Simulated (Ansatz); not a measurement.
```xyz
9

S     0.086   -0.095    2.060
B    -0.693    0.582    0.634
Si   -0.168   -0.135   -1.167
Se    1.473   -1.729   -1.070
H    -0.514    0.642    3.014
H    -1.508    1.446    0.753
H     0.232    0.981   -2.069
H    -1.313   -0.846   -1.800
H     2.405   -0.847   -0.355
```

Charge 0, multiplicity 1.

**Question.** List the ωB97M-V/def2-TZVPP orbital energies in eV (the Gaussian-basis code of Ansatz). (An estimate is asked.)

**Answer.** The calculation gave: Occupied: -12367.93, -2427.49, -1807.25, -1588.23, -1422.99, -1422.97, -1422.92, -221.49, -217.68, -188.57, -164.58, -164.47, -164.47, -160.63, -160.53, -160.36, -148.32, -102.46, -102.41, -102.39, -60.55, -60.52, -60.38, -60.30, -60.28, -24.05, -22.33, -17.95, -15.87, -14.73, -13.30, -12.14, -11.79, -11.33, -10.86, -10.50, -9.02. Lowest empty: 0.02, 1.54, 1.93, 2.21, 2.82, 3.32, 3.56, 3.80.
